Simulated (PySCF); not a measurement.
BH3O. Atoms are numbered in the order given.

```xyz
5

B     -0.0311     0.7114     0.0000
H      0.9653     1.3728     0.0000
H     -1.1303     1.1974     0.0000
O      0.1278    -0.6270     0.0000
H     -0.7018    -1.1112     0.0000
```
Charge 0, spin multiplicity 1.

Coordinates come from a PBE0-D3(BJ)/def2-TZVP optimisation.

All values below come from ωB97X/def2-TZVPD run with PySCF.

Mulliken values depend strongly on the basis, most of all with diffuse functions as here. ESP charges are fitted to the potential on shells at 1.4 to 2.0 van der Waals radii. Atomic charges (e):

```tsv
atom	meta-Löwdin	Mulliken	ESP fit
B1	0.15	0.24	0.41
H2	-0.01	-0.06	-0.10
H3	-0.02	-0.08	-0.15
O4	-0.47	-0.42	-0.58
H5	0.36	0.32	0.41
```
